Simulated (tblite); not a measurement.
C₄H₁₁N₂PSi.
SMILES: `CN1C=CN(C)P1[SiH3]`

All values are computed: GFN2-xTB (tblite) harmonic vibrations without scaling, gas phase. Errors from tens to a few hundred cm⁻¹ against measured bands are possible. Modes of hydrogen on silicon can be 10 to 20 % off.

Harmonic wavenumbers (cm⁻¹): 56.6, 61.5, 88.5, 111.0, 122.7, 143.8, 162.1, 249.7, 294.3, 309.5, 373.4, 442.1, 457.1, 460.6, 499.3, 631.8, 664.4, 715.6, 743.5, 765.7, 769.5, 771.9, 801.2, 984.8, 987.7, 1093.7, 1096.7, 1103.2, 1148.9, 1190.1, 1191.4, 1250.1, 1279.8, 1411.4, 1412.0, 1476.0, 1476.7, 1493.2, 1494.2, 1659.9, 2243.2, 2247.8, 2249.1, 2914.5, 2915.5, 2970.7, 2972.5, 3016.4, 3018.2, 3110.5, 3125.7.

A = 1533, B = 1531, C = 1014 MHz; mass 146.043 u (most abundant isotopes); point group Cs, symmetry number 1.

**Question.** Zero-point energy?

**Answer.** ½Σν̃ = 31115 cm⁻¹ = 372.22 kJ/mol.

**Question.** What is S at 298.15 K and 1 bar for an ideal gas of classical rigid rotors and harmonic oscillators?

**Answer.** Translation 171.01, rotation 122.56, vibration 149.68: S = 443.3 J/(mol K).

**Question.** And Cp and H(298.15 K) − H(0)?

**Answer.** Cp = 179.23 J/(mol K), of which vibrations give 145.98 (their classical limit is 51 R = 424.0); H(298.15 K) − H(0) = 33.09 kJ/mol without the zero-point energy, 23.17 from vibrations.

**Question.** What must be added to the electronic energy to get the Gibbs energy at 298.15 K and 1 bar?

**Answer.** ZPE + [H(298.15 K) − H(0)] − T·S = 372.22 + 33.09 − 132.16 = 273.15 kJ/mol.

**Question.** Blend soft modes into free rotors: weight 1/[1 + (100 cm⁻¹/ν̃)⁴] for the oscillator and the rest for a rotor with moment μB/(μ + B), μ = h/(8π²ν), B = 10⁻⁴⁴ kg m². What vibrational entropy results?

**Answer.** 137.99 J/(mol K) in place of 149.68, which changes −T·S at 298.15 K by +3.49 kJ/mol.

**Question.** How do the functions run with temperature in this model?

**Answer.** 
```json
{"T (K)": "100", "S (J/(mol K))": "303.2", "Cp (J/(mol K))": "91.3", "H − H(0) (kJ/mol)": "6.12", "G − H(0) (kJ/mol)": "-24.19", "ln q(vib)": "2.16"}
{"T (K)": "200", "S (J/(mol K))": "380.6", "Cp (J/(mol K))": "136.8", "H − H(0) (kJ/mol)": "17.56", "G − H(0) (kJ/mol)": "-58.57", "ln q(vib)": "5.51"}
{"T (K)": "300", "S (J/(mol K))": "444.4", "Cp (J/(mol K))": "180.0", "H − H(0) (kJ/mol)": "33.42", "G − H(0) (kJ/mol)": "-99.89", "ln q(vib)": "8.71"}
{"T (K)": "500", "S (J/(mol K))": "554.1", "Cp (J/(mol K))": "251.9", "H − H(0) (kJ/mol)": "77.00", "G − H(0) (kJ/mol)": "-200.05", "ln q(vib)": "14.74"}
{"T (K)": "800", "S (J/(mol K))": "689.0", "Cp (J/(mol K))": "321.5", "H − H(0) (kJ/mol)": "163.92", "G − H(0) (kJ/mol)": "-387.28", "ln q(vib)": "22.97"}
{"T (K)": "1000", "S (J/(mol K))": "764.2", "Cp (J/(mol K))": "352.0", "H − H(0) (kJ/mol)": "231.42", "G − H(0) (kJ/mol)": "-532.76", "ln q(vib)": "27.93"}
```

q(vib) and H(0) count from the zero-point level.

Hindered rotation and anharmonicity are outside this model.
